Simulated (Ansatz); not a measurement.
Consider the formal loss of a carbene: `FC[SiH2]NP` → `[CH]F` + `[SiH3]NP`.

Isolated molecules relaxed with PBE0-D4/def2-TZVP in Ansatz; ΔE leaves out vibrations. CBS: MP2 limit from def2 TZ/QZ plus the TZ coupled-cluster correction, frozen cores. This one scheme is used for every species. One conformer a species, not always the lowest.

```tsv
species	HF/def2-QZVPP energy (Eh)
`FC[SiH2]NP`	-825.65594
`[CH]F`	-137.82469
`[SiH3]NP`	-687.70466
```

Task: Work out ΔE.

Result: ΔE = (-137.82469) + (-687.70466) − (-825.65594) = 0.12659 Eh = +79.4 kcal/mol. CCSD(T)/CBS gives +91.1 kcal/mol.

Task: What do rigid-rotor, harmonic-oscillator terms from PBE0-D4/def2-TZVP frequencies (298.15 K, 1 bar) make of the CCSD(T)/CBS value? (An estimate is asked.)

Result: The calculation gave: ΔZPE = -6.3 kcal/mol, ΔH = +85.9 kcal/mol, ΔS = 164 J/(mol·K), ΔG = +74.2 kcal/mol. Modes under 50 cm⁻¹ make the entropy rough.

Largest T1 diagnostic among the species: 0.018.

Leaving LDA and LC-ωPBE aside and taking each functional with its dispersion term where it has one, the values, not all of them listed here, spread over 8.6 kcal/mol, from BLYP-D4 to r2SCAN0-D4. LDA lies +12.6 kcal/mol from PBE without D4. At CCSD(T), def2-SVP lies −3.8 kcal/mol from the extrapolated value and def2-TZVPP −1.9 kcal/mol.
